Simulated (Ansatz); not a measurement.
Total energies of `O[Si](O)(O)[O][Ge]([Cl])([Cl])[O][Si](O)(O)O`.

```xyz
19

O    -0.3663   -1.0366    1.9945
Si    0.5240    0.3193    1.9820
O     0.6758    0.7764    3.5270
O     1.9931    0.1585    1.3005
O    -0.2866    1.4809    1.1195
Ge   -1.5933    1.3706   -0.0062
Cl   -3.4545    0.9785    0.9049
Cl   -1.6826    3.1975   -1.0746
O    -1.3016    0.0950   -1.1754
Si   -0.0421   -0.7777   -1.6906
O     0.0552   -2.0573   -0.6752
O     1.3914    0.0058   -1.5652
O    -0.2302   -1.1772   -3.2518
H    -0.2731   -1.6127    1.2253
H     1.2803    1.4949    3.7133
H     2.0247    0.2218    0.3379
H     0.7679   -2.6828   -0.8221
H     1.6333    0.6054   -2.2738
H    -1.1155   -1.3604   -3.5700
```

Total charge 0; spin multiplicity 1. Correlated methods include outer-core shells of Ge, which these sets cover unevenly. Scalar relativity is left out up to krypton. All single points use the PBE0-D4/def2-TZVP geometry. It is one conformer, not always the lowest. Basis def2-TZVPP, Ansatz.

RPA on PBE orbitals: Hartree–Fock energy of these orbitals -4175.42366 Eh, correlation -4.16752 Eh (frozen core).

```csv
functional,energy without D4 (Eh),D4 term (kJ/mol)
LDA (SPW92),-4170.04589,–
PBE,-4181.10231,-80.7
revPBE,-4182.03235,-205.0
BLYP,-4182.66971,-168.1
r2SCAN,-4182.34350,-22.2
B97M-V,-4181.78815,–
PBE0,-4181.28850,-70.8
B3LYP,-4182.83329,-129.0
r2SCANh,-4182.29319,-24.0
r2SCAN0,-4182.22132,-26.5
HSE06 (plane-wave form),-4181.23557,-66.9
BHLYP,-4182.43877,-106.0
CAM-B3LYP,-4182.72782,-73.7
LC-ωPBE,-4181.67673,–
ωB97X-V,-4182.12043,–
ωB97M-V,-4182.40392,–
B2PLYP,-4181.50980,–
PBE-QIDH,-4180.57606,–
```

B3LYP takes the VWN-RPA correlation (the form of Gaussian; ORCA's B3LYP/G). HSE06 is the plane-wave form, built on full-range PBE exchange. The double hybrids freeze the cores in their second-order part.

LC-ωPBE has ω = 0.4 bohr⁻¹.
